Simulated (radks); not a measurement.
All-electron atom: Au in [Xe] 4f14 5d10 6p1 (not the ground configuration). Method: non-relativistic Kohn-Sham, PBE, spin-polarised, spherical densities, point nucleus; open shells are filled with parallel spins first (spin-orbit coupling, left out, can overturn this in heavy ions); relativity is left out, which matters for an element this heavy; computed with a radial shooting solver on a logarithmic mesh with Libxc functionals.

Radial electron density D(r) = 4 pi r^2 rho(r):

```
   r/bohr * D(r) (the largest magnitude, 142, reaches the edge; | marks zero)
 0.002728 |       *
 0.003201 |          *
 0.003757 |            *
 0.004409 |                *
 0.005173 |                   *
  0.00612 |                        *
 0.007182 |                            *
 0.008428 |                                *
  0.00989 |                                   *
  0.01161 |                                     *
  0.01373 |                                      *
  0.01611 |                                      *
  0.01891 |                                     *
  0.02219 |                                   *
  0.02604 |                                   *
   0.0308 |                                     *
  0.03614 |                                         *
  0.04242 |                                               *
  0.04978 |                                                    *
  0.05841 |                                                      *
   0.0691 |                                                    *
  0.08109 |                                                *
  0.09516 |                                            *
   0.1117 |                                             *
    0.131 |                                                *
   0.1538 |                                                  *
   0.1819 |                                              *
   0.2135 |                                     *
   0.2505 |                              *
    0.294 |                             *
    0.345 |                                *
   0.4081 |                                 *
   0.4789 |                            *
    0.562 |                   *
   0.6595 |            *
    0.774 |        *
   0.9156 |       *
    1.074 |      *
    1.261 |     *
     1.48 |   *
    1.736 |  *
    2.054 |*
     2.41 |*
    2.829 *
    3.319 *
    3.895 *
    4.571 *
    5.407 *
    6.346 *
    7.447 *
    8.739 *
    10.26 *
    12.13 *
    14.24 *
    16.71 *
```

D(r) has 4 maxima, at r = 0.0143, 0.0589, 0.151, 0.386 bohr, and minima at 0.0248, 0.101, 0.278 bohr, inside which lie 1.93, 11.48, 30.53 electrons.
